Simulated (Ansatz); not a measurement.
Consider the formal exchange of groups at the Sn–C bond: `C#[C][SnH2][CH3]` + BH₃ → `[BH2][SnH2][C]#C` + CH₄.

Gas-phase electronic energies from Ansatz, PBE0-D4/def2-TZVP geometries. CCSD(T)/CBS adds triple-zeta CCSD(T) − MP2 to the extrapolated MP2 energy (def2 sets, frozen cores). This one scheme is used for every species. DFT in def2-TZVPP. def2 core potentials past Kr. For Sn outer-core shells are correlated without core-valence functions, which leaves a few kJ/mol of doubt a bond.

`C#[C][SnH2][CH3]`:

```xyz
10

C     2.590   -1.003   -0.449
C     1.483   -0.545   -0.596
Sn   -0.437    0.247   -0.812
C    -1.291    0.419    1.135
H     3.568   -1.408   -0.323
H    -0.283    1.766   -1.573
H    -1.325   -0.822   -1.801
H    -1.335   -0.564    1.601
H    -2.298    0.832    1.070
H    -0.673    1.077    1.746
```

BH₃:

Z-matrix (Å, degrees):
```
B
H 1 1.193
H 1 1.193 2 120.0
H 1 1.193 2 120.0 3 180.0
```

`[BH2][SnH2][C]#C`:

Cartesian coordinates in Å:
```
B -1.590 -1.318 0.037
Sn 0.556 -0.693 0.210
C 0.779 1.352 -0.154
C 0.874 2.536 -0.370
H -1.891 -2.460 0.214
H -2.441 -0.527 -0.230
H 1.559 -1.495 -0.917
H 1.191 -0.976 1.770
H 0.963 3.581 -0.559
```

CH₄:

```xyz
5

C     0.000    0.000    0.000
H    -0.098   -0.056   -1.084
H    -0.991    0.014    0.454
H     0.536    0.909    0.270
H     0.552   -0.868    0.360
```

| level | ΔE (kcal/mol) |
| --- | --- |
| B2PLYP | -3.3 |
| revPBE | -5.4 |
| CCSD(T)/def2-TZVPP | -3.1 |
| SCS-MP2/def2-QZVPP | -1.8 |

Q: What does CCSD(T)/CBS give? (Best estimate.)

A: The calculation gave: -2.9 kcal/mol. The listed levels differ from it by -0.4, -2.5, -0.2, 1.1 kcal/mol.

Q: What do rigid-rotor, harmonic-oscillator terms from PBE0-D4/def2-TZVP frequencies (298.15 K, 1 bar) make of the CCSD(T)/CBS value? (Best estimate.)

A: Ansatz gave: ΔZPE = +1.2 kcal/mol, ΔH = -1.6 kcal/mol, ΔS = 0 J/(mol·K), ΔG = -1.7 kcal/mol.

Largest T1 diagnostic among the species: 0.014.

From BLYP to BHLYP (50 % exact exchange), in def2-TZVPP and without D4, ΔE moves by +1.1 kcal/mol. At CCSD(T), def2-SVP lies −1.8 kcal/mol from the extrapolated value and def2-TZVPP −0.2 kcal/mol.
